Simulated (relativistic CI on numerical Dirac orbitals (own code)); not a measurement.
Zr2+: L2,3 absorption edge

Computed with this model: Dirac-Coulomb-Breit CI, orbitals from a KLI potential per configuration, a model potential for QED, valence Slater integrals scaled by 0.7, multiplet model of core-to-valence dipole absorption; configurations [Kr] 4d2 → [He] 2s2 2p5 3s2 3p6 3d10 4s2 4p6 4d3; 10 K; Lorentzian 0.96 eV and Gaussian 0.5 eV FWHM. Energies are those of the free ion, without screening or charge transfer. The branching ratio is the share of the lower-energy edge in the whole absorption, uncertain by about 0.02 where the edges overlap. S is read from ⟨S²⟩ = S(S + 1).

Field parameters in Wybourne normalisation: Oh B⁴₀ = 21Dq, B⁴₄ = √(5/14) B⁴₀. The field is a parameter set, without covalency.

free ion: ground-state S = 1.00, centroid 2244.46 eV, branching ratio 0.771. Peaks (eV, height): 2225.2 (100), 2308.7 (19), 2309.8 (22).

Oh, 10Dq = 4700 cm⁻¹: ground-state S = 1.00, centroid 2247.91 eV, branching ratio 0.730. Peaks (eV, height): 2225.2 (100), 2309.7 (31).

Oh, 10Dq = 10650 cm⁻¹: ground-state S = 1.00, centroid 2249.09 eV, branching ratio 0.717. Peaks (eV, height): 2225.3 (100), 2309.6 (40).

Oh, 10Dq = 16550 cm⁻¹: ground-state S = 1.00, centroid 2249.57 eV, branching ratio 0.712. Peaks (eV, height): 2226.0 (100), 2307.8 (17), 2309.7 (42).

Oh, 10Dq = 22500 cm⁻¹: ground-state S = 1.00, centroid 2249.86 eV, branching ratio 0.710. Peaks (eV, height): 2224.0 (77), 2226.5 (100), 2307.5 (18), 2309.2 (32), 2310.9 (36).

Oh, 10Dq = 28400 cm⁻¹: ground-state S = 1.00, centroid 2250.05 eV, branching ratio 0.708. Peaks (eV, height): 2223.7 (82), 2227.0 (100), 2307.2 (19), 2308.7 (30), 2311.4 (37).

The statistical ratio of this edge is 2/3 = 0.667. Values above it arise where the holes sit mainly in the j = l + 1/2 valence subshell or the ground state has high spin; values below it where core-valence Coulomb terms move weight to the upper edge, as in nearly empty shells. At deep edges of heavy elements the radial integrals of the two core levels differ, which raises the baseline.

Strongest unbroadened transitions for Oh, 10Dq = 16550 cm⁻¹:

| Energy (eV) | Relative strength |
| --- | --- |
| 2223.21 | 100.0 |
| 2224.21 | 68.0 |
| 2224.24 | 56.0 |
| 2224.29 | 72.4 |
| 2225.15 | 58.2 |
| 2225.27 | 70.4 |
| 2225.28 | 58.6 |
| 2225.40 | 44.8 |
| 2225.83 | 51.4 |
| 2226.04 | 82.5 |
| 2226.17 | 40.5 |
| 2226.20 | 32.8 |
| 2226.66 | 52.9 |
| 2307.55 | 32.2 |
| 2307.71 | 34.8 |
| 2308.87 | 44.8 |
| 2309.64 | 35.1 |
| 2310.49 | 38.7 |
